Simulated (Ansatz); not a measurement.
Cost and result for the atomization energy of CH₃I₂In, SMILES `[CH3][In]([I])[I]` (7 atoms, 6 bonds).

Cartesian coordinates in Å:
```
C 0.344 0.662 -0.911
In -0.291 -0.536 0.740
I -0.158 0.291 3.264
I -1.271 -2.992 0.457
H -0.209 0.370 -1.802
H 0.174 1.712 -0.679
H 1.410 0.493 -1.069
```

Total charge 0; spin multiplicity 1. Correlated methods include outer-core shells of I, In, which these sets cover unevenly. In, I takes the def2 core potential. The structure was optimised at the PBE0-D4/def2-TZVP level. Program: Ansatz. All runs use 4 threads of an Arm Neoverse V1 on a shared host. Times are those of one run each, without the atoms' runs, and a repeat can differ threefold. Electronic energies, without spin–orbit coupling; frozen cores. CCSD(T)/CBS adds CCSD(T) − MP2 in def2-TZVPP to the MP2 limit, and its time is that of the two runs behind it. T1 = 0.010. With those shells the extrapolation isn't a true limit. B3LYP takes the VWN-RPA correlation (the form of Gaussian; ORCA's B3LYP/G). HSE06 is the plane-wave form, built on full-range PBE exchange.

CCSD(T)/CBS is a level of theory with its own doubt, some kJ/mol a heavy atom from the limit and from the frozen cores, so smaller differences don't rank the functionals.

```
                            level  functions  wall time
           LDA (SPW92)/def2-TZVPP        223      1.4 s
             revPBE-D4/def2-TZVPP        223      2.3 s
               BLYP-D4/def2-TZVPP        223      2.6 s
  PBE-D4/def2-TZVPP (with forces)        223      2.7 s
              HSE06-D4/def2-TZVPP        223      4.1 s
B3LYP-D4/def2-TZVPP (with forces)        223        6 s
            r2SCANh-D4/def2-TZVPP        223        6 s
                B2PLYP/def2-TZVPP        223      7.5 s
                B97M-V/def2-TZVPP        223       11 s
                 CCSD(T)/def2-SVP        107       13 s
                   MP2/def2-QZVPP        393       17 s
               CCSD(T)/def2-TZVPP        223    5.3 min
                CCSD(T)/CBS(def2)          –    5.5 min
```

(1) What atomization energy does each give, and how far from CCSD(T)/CBS? (An estimate is asked.)

Results:

(1) Ansatz gave: 
| level | atomization (kJ/mol) | difference from CCSD(T)/CBS | per bond |
| --- | --- | --- | --- |
| LDA (SPW92)/def2-TZVPP | 2298.6 | 243.2 | 40.5 |
| revPBE-D4/def2-TZVPP | 1982.2 | -73.2 | -12.2 |
| BLYP-D4/def2-TZVPP | 1972.1 | -83.3 | -13.9 |
| PBE-D4/def2-TZVPP (with forces) | 2043.8 | -11.6 | -1.9 |
| HSE06-D4/def2-TZVPP | 2031.7 | -23.7 | -4.0 |
| B3LYP-D4/def2-TZVPP (with forces) | 1993.4 | -62.0 | -10.3 |
| r2SCANh-D4/def2-TZVPP | 2024.9 | -30.5 | -5.1 |
| B2PLYP/def2-TZVPP | 1983.7 | -71.7 | -12.0 |
| B97M-V/def2-TZVPP | 2010.1 | -45.3 | -7.6 |
| CCSD(T)/def2-SVP | 1905.2 | -150.2 | -25.0 |
| MP2/def2-QZVPP | 2064.6 | 9.2 | 1.5 |
| CCSD(T)/def2-TZVPP | 1981.8 | -73.6 | -12.3 |
| CCSD(T)/CBS(def2) | 2055.4 | 0.0 | 0.0 |

In def2-TZVPP, CCSD(T) changes the Hartree–Fock value by +482.3 kJ/mol (the triples alone add +37.9 kJ/mol) and MP2 by +522.2 kJ/mol; breaking electron pairs costs correlation energy, which Hartree–Fock lacks. Leaving LDA and LC-ωPBE aside and taking each functional with its dispersion term where it has one, the values, not all of them listed here, spread over 75.8 kJ/mol, from BHLYP-D4 to PBE-D4. LDA lies +273.9 kJ/mol from PBE without D4, its usual overbinding. At CCSD(T), def2-SVP lies −150.3 kJ/mol from the extrapolated value and def2-TZVPP −73.6 kJ/mol: correlation converges slowly with the basis, and small sets miss more of it in the bonded molecule than in its fragments.

Spin–orbit coupling would lower the free I, In atoms strongly, and the atomization energy with them, by more than many differences here.
